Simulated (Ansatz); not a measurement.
```json
{"atom": "C", "x (Å)": "1.3617", "y (Å)": "-0.0096", "z (Å)": "-0.0230"}
{"atom": "C", "x (Å)": "0.6864", "y (Å)": "1.1990", "z (Å)": "-0.0439"}
{"atom": "C", "x (Å)": "-0.7222", "y (Å)": "1.2486", "z (Å)": "0.0331"}
{"atom": "C", "x (Å)": "-1.4084", "y (Å)": "0.0043", "z (Å)": "0.0497"}
{"atom": "C", "x (Å)": "-0.7507", "y (Å)": "-1.2043", "z (Å)": "0.0051"}
{"atom": "C", "x (Å)": "0.7502", "y (Å)": "-1.2220", "z (Å)": "0.0140"}
{"atom": "C", "x (Å)": "2.8173", "y (Å)": "0.0065", "z (Å)": "0.0490"}
{"atom": "H", "x (Å)": "1.2849", "y (Å)": "2.1938", "z (Å)": "0.0030"}
{"atom": "H", "x (Å)": "-1.2738", "y (Å)": "2.1885", "z (Å)": "-0.0322"}
{"atom": "H", "x (Å)": "-2.4481", "y (Å)": "-0.0091", "z (Å)": "-0.0149"}
{"atom": "H", "x (Å)": "-1.2592", "y (Å)": "-2.1939", "z (Å)": "-0.0355"}
{"atom": "H", "x (Å)": "1.2080", "y (Å)": "-2.1536", "z (Å)": "-0.0299"}
{"atom": "H", "x (Å)": "3.3870", "y (Å)": "-0.9680", "z (Å)": "-0.0335"}
{"atom": "H", "x (Å)": "3.3748", "y (Å)": "0.9835", "z (Å)": "-0.0081"}
```

UHF on doublet C₇H₇ was run in several spherical basis sets with Ansatz (development build ahead of 0.2.0). Caution for UHF: the unrestricted determinant is spin contaminated.

Question: Rank the basis sets by the total energy that they give, lowest first, with the distance from the lowest.
A. cc-pVDZ
B. 6-31G(d)
C. def2-SVP

Answer: A (0.00 eV), B (0.64 eV), C (5.91 eV).

Totals follow the description of the cores as much as that of the bonds, so this order isn't one of quality for chemistry.
